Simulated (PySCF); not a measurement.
**Exact simulation of a proton spin system**

Molecule: 2-fluoropyridine (SMILES Fc1ccccn1).

Geometry:
```json
{"atom": "F1", "x (Å)": "-2.031", "y (Å)": "-1.842", "z (Å)": "-0.016"}
{"atom": "C2", "x (Å)": "-0.988", "y (Å)": "-1.001", "z (Å)": "-0.008"}
{"atom": "C3", "x (Å)": "-1.227", "y (Å)": "0.366", "z (Å)": "-0.034"}
{"atom": "C4", "x (Å)": "-0.116", "y (Å)": "1.191", "z (Å)": "-0.024"}
{"atom": "C5", "x (Å)": "1.149", "y (Å)": "0.621", "z (Å)": "0.012"}
{"atom": "C6", "x (Å)": "1.250", "y (Å)": "-0.760", "z (Å)": "0.036"}
{"atom": "N7", "x (Å)": "0.197", "y (Å)": "-1.561", "z (Å)": "0.025"}
{"atom": "H8", "x (Å)": "-2.235", "y (Å)": "0.747", "z (Å)": "-0.060"}
{"atom": "H9", "x (Å)": "-0.236", "y (Å)": "2.264", "z (Å)": "-0.045"}
{"atom": "H10", "x (Å)": "2.035", "y (Å)": "1.236", "z (Å)": "0.023"}
{"atom": "H11", "x (Å)": "2.209", "y (Å)": "-1.259", "z (Å)": "0.064"}
```

One conformer, non-relativistic, in vacuum. σ from GIAO-PBE0/pcSseg-1; J couplings at B3LYP/pcJ-1 (spin–dipole term only in couplings to heteroatoms); GFN2-xTB structure; PySCF 2.14.0 with density-fitted response routines.

Scale: 1H vs TMS (reference shieldings calculated alike).

Shifts (ppm): F1 -66.3, H8 7.04, H9 8.03, H10 7.25, H11 8.65.
Couplings (Hz): F1–H8: -4.7; F1–H9: 7.5; F1–H10: 1.8; F1–H11: -1.7; H8–H9: 9.2; H8–H10: 0.5; H8–H11: 0.8; H9–H10: 8.2; H9–H11: 1.7; H10–H11: 5.5.

The 5-spin Hamiltonian (Zeeman plus full scalar coupling among like nuclei) was diagonalised exactly; lines are Lorentzian, 0.5 Hz wide, and the maxima above 3 % are listed with the tallest set to 100.

(1) Give the 1H peak list of this spin system at 300 MHz.

(2) And at 400 MHz?

(3) Among coupled protons with different shifts, which pair is furthest from first order, and how does the field change that?

Results:

(1) 
Hz from δ = 0 (height): 2599.9 (49), 2599.1 (54), 2598.2 (97), 2597.4 (98), 2596.5 (56), 2595.7 (53), 2594.4 (53), 2593.6 (57), 2592.7 (100), 2591.9 (100), 2591.0 (56), 2590.2 (51), 2422.5 (41), 2420.8 (41), 2415.0 (48), 2414.2 (54), 2413.2 (91), 2412.6 (56), 2411.6 (47), 2406.8 (48), 2405.7 (57), 2405.1 (98), 2404.1 (54), 2403.3 (53), 2397.6 (47), 2395.8 (46), 2182.9 (55), 2182.4 (56), 2181.1 (56), 2180.6 (56), 2177.4 (55), 2177.0 (57), 2175.6 (59), 2175.1 (71), 2174.8 (69), 2174.2 (58), 2172.9 (54), 2172.4 (53), 2169.2 (51), 2168.8 (52), 2167.4 (51), 2166.9 (50), 2119.5 (60), 2119.0 (77), 2118.8 (77), 2118.2 (59), 2114.8 (60), 2114.2 (77), 2114.1 (78), 2113.6 (60), 2110.3 (56), 2109.7 (74), 2109.1 (56), 2105.6 (56), 2105.0 (74), 2104.3 (55)

(2) 
Hz from δ = 0 (height): 3464.9 (49), 3464.1 (55), 3463.2 (98), 3462.4 (98), 3461.5 (56), 3460.7 (53), 3459.4 (53), 3458.6 (57), 3457.7 (100), 3456.9 (100), 3456.0 (56), 3455.2 (51), 3225.4 (42), 3223.7 (42), 3217.9 (48), 3217.2 (54), 3216.2 (92), 3215.5 (56), 3214.5 (48), 3209.7 (48), 3208.7 (57), 3208.0 (97), 3207.0 (54), 3206.3 (52), 3200.5 (46), 3198.8 (46), 2907.9 (55), 2907.5 (56), 2906.1 (56), 2905.7 (56), 2902.4 (55), 2902.0 (57), 2900.6 (60), 2900.1 (70), 2899.8 (68), 2899.2 (59), 2897.9 (54), 2897.5 (54), 2894.2 (52), 2893.8 (53), 2892.4 (52), 2892.0 (51), 2823.5 (59), 2823.0 (76), 2822.8 (77), 2822.2 (59), 2818.8 (60), 2818.2 (77), 2818.1 (77), 2817.6 (59), 2814.3 (57), 2813.8 (73), 2813.6 (73), 2813.1 (56), 2809.6 (57), 2809.1 (73), 2808.9 (73), 2808.4 (56)

(3) H9 and H10: Δν/J is about 28.5 at 300 MHz (close to first order) and 38.0 at 400 MHz (close to first order). J in Hz doesn't depend on the field, while Δν in Hz grows in proportion to it.

Unscaled 3J(H,H) at this level run about 10 % above measured values.
